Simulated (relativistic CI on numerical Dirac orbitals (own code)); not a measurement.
**What each ingredient does to the levels of Tb⁵⁶⁺**

Base calculation: Dirac-Coulomb-Breit CI, orbitals from a KLI potential per configuration, model QED (radiative potential, 1s self-energy scaled to tabulated hydrogen-like ionisation energies), unscaled Slater integrals.

CI space (outside the closed core 1s2): 2s²2p⁵, 2s2p⁶, 2p⁶3s, 2p⁶3p, 2p⁶3d, 2s²2p⁴3s, 2s²2p⁴3p, 2s²2p⁴3d, 2s2p⁵3s, 2s2p⁵3p, 2s2p⁵3d, 2s²2p⁴4s, 2s²2p⁴4p, 2s²2p⁴4d, 2s²2p⁴4f, 2s²2p³3s². Levels of other configurations are missing.

The lowest level and the first level of each name with at least 55 % of one term (blank where a level has no safe partner in the second run):

```tsv
Level	Base (eV)	Shift (eV)
2s²2p⁵ ²P°3/2	0.00	0.00
2s²2p⁵ ²P°1/2	769.21	-769.21
2s2p⁶ ²S1/2	1164.52	-830.49
2s²2p⁴3s ⁴P5/2	6443.65	+205.82
2s²2p⁴3s ²P3/2	6453.05	
2s²2p⁴3s ²S1/2	6497.30	
2s²2p⁴3p ²P°1/2	6606.33	
2s²2p⁴3p ⁴D°7/2	6769.28	-22.59
2s²2p⁴3d ⁴F9/2	6945.53	-77.16
2s²2p⁴3d ²D3/2	6945.94	
2s²2p⁴3d ²P1/2	6957.51	
2s²2p⁴3s ⁴P3/2	7214.67	
2s²2p⁴3s ²P1/2	7222.94	-558.40
2s²2p⁴3s ²D5/2	7234.45	-544.83
```

At this charge energies of transitions that change n are usually good to better than 1 %, and those within a shell (Δn = 0) to a few per cent.

Problem. One thing was changed in a second run, which moved the levels as shown. Which?
A. Breit term removed
B. P86 correlation estimate
C. non-relativistic limit
D. configuration mixing switched off
E. QED terms removed

Solution. C. Non-relativistic limit. Without relativity the fine structure collapses and s electrons lose their extra binding.

LS names give the leading component of a level, which can be under half, so a name can repeat, a term be missing and a line seem to break the LS rules.
